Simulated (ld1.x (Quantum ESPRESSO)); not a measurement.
**Which change was made? (Al, ultrasoft)**

aluminium (Al), ultrasoft, made with ld1.x (Quantum ESPRESSO) 7.5 (PBE, non-relativistic). Core [Ne], reference 3s2 3p1. Waves: 3s (bound): rcut 1.80, rcutus 2.30 bohr; 3s channel at 3.4 Ry: rcut 1.80, rcutus 2.30 bohr; 3p (bound): rcut 1.65, rcutus 1.90 bohr; 3p channel at 0.45 Ry: rcut 1.65, rcutus 1.90 bohr. Local part: all-electron potential smoothed inside 1.60 bohr (lloc = -1). Core correction: none. Augmentation charge: PSQ, inside the norm-conserving radii.

Cutoffs, loose and tight: the cutoffs (Ry, on a coarse ladder) from which the occupation-weighted sum of valence levels, in a spherical-Bessel basis at the reference potential, stays within 10 and 1 mRy of its value at 400 Ry. They do not see the model core or the augmentation charge, which bear on the density cutoff. Test errors are all-electron minus pseudo excitation energies from the reference, over the configurations 3s2 3p0; 3s1 3p0; 3s2 3p0.5; 3s2 3p1.3; 3s1 3p2; 3s0 3p3; 3s1 3p1; variants that change the core or the reference have their own tests.

The base gives: outcome: generated; cutoff, loose: 6 Ry; cutoff, tight: 6 Ry; bound ghosts: none; largest test error (meV): +80.

After one change the result is: outcome: generated; cutoff, loose: 6 Ry; cutoff, tight: 10 Ry; bound ghosts: p; largest test error (meV): +66. Which change was it?
A. waves 3p (bound): rcut 1.65, rcutus 2.36 bohr; 3p channel at 0.45 Ry: rcut 1.65, rcutus 2.36 bohr
B. waves 3p (bound): rcut 1.30, rcutus 1.38 bohr; 3p channel at 0.45 Ry: rcut 1.30, rcutus 1.38 bohr
C. waves 3p (bound): rcut 1.62, rcutus 1.72 bohr; 3p channel at 0.45 Ry: rcut 1.62, rcutus 1.72 bohr

C. The others give: waves 3p (bound): rcut 1.65, rcutus 2.36 bohr; 3p channel at 0.45 Ry: rcut 1.65, rcutus 2.36 bohr → outcome: generated; cutoff, loose: 6 Ry; cutoff, tight: 8 Ry; bound ghosts: none; largest test error (meV): +54 | waves 3p (bound): rcut 1.30, rcutus 1.38 bohr; 3p channel at 0.45 Ry: rcut 1.30, rcutus 1.38 bohr → outcome: failed: chargeps: negative rho.
